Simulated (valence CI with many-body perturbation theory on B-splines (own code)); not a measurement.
Results of a calculation; reference values are marked as such.
# A CI+MBPT run for Nb36+

The program does CI of the valence electrons with many-body perturbation theory for a frozen closed Dirac-Fock core.

Command, and the settings that its task file holds:

```sh
python run_cv.py task.json out
```

```
atom Nb  Z=41  mass_number=93  rms_radius_fm=4.3240
core [He]
valence 2s2 3p1
avg = 1
basis = S
breit = 1
cap = 10000
capref = 1200
cscale = 1
de = 0.0
dress = 0
eps = 2e-08
extrap = 1
h = 0.27
hh = 1
l2 = 3
lcore = 6
maxit = 60
n2 = 5
natural = 1
nlev = 21
nno = [3, 3, 3, 2, 1]
nroot = 26
nsp = [3, 3, 2, 1, 0]
pt2 = 1
qed = 1
rpa = 1
s1 = 1
s2 = 1
s3 = 1
screen = 1
tol = 2e-05
whole = 1
```

Problem. What became of the run, and why?

Solution. It gave no result: the start configuration must fill the lowest shells above the core. The program said: "3p is not the lowest shell of its kind above the core".
